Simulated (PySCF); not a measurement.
CH4ClNOSi2, SMILES Cl[Si@H]1N=CO[SiH2]1.

Coordinates come from a PBE0-D3(BJ)/def2-SVP optimisation. The structure was generated by enumeration; whether it is a known compound was not checked.

The numbers are results of PBE0-D3(BJ)/def2-SVP in PySCF, not measurements.

Frequencies are harmonic and unscaled.

```
mode  ν (cm⁻¹)  IR (km/mol)            moving atoms (share of kinetic energy)
----  --------  -----------  ------------------------------------------------
1           90          0.7                  O 35 %, Cl 30 %, Si 16 %, N 10 %
2          129          1.2                          Si 42 %, Cl 28 %, H 19 %
3          218          1.6  N 21 %, O 18 %, Cl 17 %, H 16 %, C 15 %, Si 13 %
4          349         15.6                    Si 40 %, O 20 %, N 18 %, H 9 %
5          399         27.1                   H 43 %, N 20 %, Si 16 %, C 12 %
6          414          8.6                  Si 46 %, H 20 %, N 15 %, Cl 13 %
7          489         15.3                                   H 50 %, Si 45 %
8          571         76.2                          Si 52 %, Cl 31 %, H 10 %
9          668         27.3                           Si 33 %, H 32 %, O 25 %
10         693         23.8                                            H 87 %
11         711         44.3                   H 50 %, C 18 %, Si 17 %, O 10 %
12         728          2.4                            H 46 %, O 34 %, N 11 %
13         744         34.4                   N 30 %, Si 27 %, H 25 %, C 16 %
14         808        143.4                                   H 85 %, Si 12 %
15         870        141.5                   H 36 %, N 28 %, O 18 %, Si 11 %
16         936        115.4                                            H 94 %
17        1015          2.1                                    H 61 %, C 35 %
18        1204        265.4                                    C 44 %, O 42 %
19        1381          3.8                                            H 87 %
20        1703        367.7                                    C 55 %, N 42 %
21        2253         81.7                                            H 97 %
22        2270         60.9                                            H 96 %
23        2279        104.4                                            H 97 %
24        3141         30.4                                     H 92 %, C 8 %
```
